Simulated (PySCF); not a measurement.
W(NH)(S)(NH2)2 (H5N3SW), SMILES [NH]=[W](=[S])([NH2])[NH2], multiplicity 1.

Coordinates come from a PBE0-D3(BJ)/def2-SVP optimisation. The spin state was assumed, not searched. The structure was generated by enumeration; whether it is a known compound was not checked. The def2 effective core potentials stand for the cores of W; spin–orbit coupling is left out. The values are those of a single conformer.

Calculation: PBE/def2-TZVP in PySCF.

Gas-phase values at a fixed geometry.

Computed frontier levels, gap, dipole moment and polarisability:
highest occupied level: -5.67 eV
lowest empty level: -2.18 eV
orbital gap: 3.49 eV
dipole moment: 3.30 D
quadrupole, principal values (traceless, Buckingham form, about the centre of nuclear charge): -11.17, 5.53, 5.63 D·Å
mean static polarisability: 86.6 bohr³ (12.84 Å³)
polarisability, principal values: 78.3, 79.7, 101.9 bohr³
